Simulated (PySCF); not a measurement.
Dipole moment and polarisability of `CC[Si](C)([SiH3])[SiH3]`

C3H14Si3.
Structure used (GFN2-xTB), in Å, numbered top down from 1:
```
atom  x, y, z in Å
C1     2.2259   -0.5270    0.7601
C2     1.0978   -1.1492   -0.0514
Si3   -0.4380    0.0032   -0.1927
C4    -1.6978   -0.9760   -1.2579
Si5   -1.3677    0.3314    1.9266
Si6    0.1579    1.9295   -1.3752
H7     3.0833   -1.1961    0.8178
H8     2.5569    0.4058    0.3075
H9     1.8952   -0.3135    1.7746
H10    0.8119   -2.0980    0.4082
H11    1.4722   -1.3942   -1.0478
H12   -1.2953   -1.2170   -2.2381
H13   -1.9896   -1.9108   -0.7870
H14   -2.6013   -0.3932   -1.4124
H15   -0.3740    0.7290    2.9302
H16   -2.3664    1.4053    1.9024
H17   -2.0504   -0.8411    2.4863
H18    0.6857    1.6816   -2.7223
H19    1.1813    2.7195   -0.6818
H20   -0.9926    2.8214   -1.5504
```

Level: wB97X-D/def2-SVPD (PySCF), static field, nuclei fixed, core orbitals frozen in the response. The polarisability tensor in these axes (au):

```
x   123.14   1.67  -4.75
y     1.67 121.01  -5.88
z    -4.75  -5.88 129.86
```

Diagonalise the tensor; give its mean and Δα, where Δα² is half the sum of the squared differences of the eigenvalues.

Principal values 117.97, 121.13 and 134.91 au; mean 124.67 au = 18.47 Å³ = 20.56 × 10⁻⁴⁰ C²·m²/J; Δα = 15.61 au (13 % of the mean).

What is the dipole moment, and where does it point?

(0.22, -1.02, -0.38) D, 1.11 D in size, pointing from the negative to the positive side. Measured along this direction, the outermost atoms are H16 at the negative end and H10 and H11 at the positive end.

Along which axes do the principal values lie, and how far do the nuclei extend along each?

Largest value along (-0.39, -0.40, 0.83), where the nuclei span 6.40 Å; middle along (0.90, -0.34, 0.26), 5.99 Å; least along (0.18, 0.85, 0.49), 4.56 Å. The response follows the extents in order.

What depolarisation ratio follows for Rayleigh scattering of linearly polarised light, taking the static tensor?

ρ = 3Δα²/(45ᾱ² + 4Δα²) = 730.7/(699423 + 974.2) = 0.00104.

Sum over states: ᾱ = Σ f/ω², ω in Eh. What share falls to these 8 lowest TDDFT singlets (eV, f)? 6.62, 0.2094; 6.80, 0.0013; 6.85, 0.0187; 7.23, 0.0012; 7.37, 0.0964; 7.75, 0.0655; 7.77, 0.0540; 7.85, 0.0336.

They add up to 7.06 au, 5.7 % of the 124.67 au; the largest single term is 3.53 au, from the state at 6.62 eV. Terms in order: 3.53, 0.02, 0.30, 0.02, 1.31, 0.81, 0.66, 0.40 au. Higher excitations give the rest. The strengths listed sum to 0.480.

Find the Langevin capture rate constant for NH4+ (18.034 u) meeting this molecule (134.040 u), k = 2.342 × 10⁻⁹ cm³/s × √(α in Å³ / reduced mass in u).

The reduced mass is 15.90 u, so k = 2.52 × 10⁻⁹ cm³/s. The formula leaves out the permanent dipole, which adds to the capture rate.

The structure is a single GFN2-xTB conformer in the gas phase; no vibrational or solvent corrections. GFN2-xTB frequencies show an imaginary mode (22i cm⁻¹), so this geometry is no minimum at that level.

The pairwise dispersion term of wB97X-D wasn't added to the energies; at a given geometry it leaves orbitals and properties as they are.
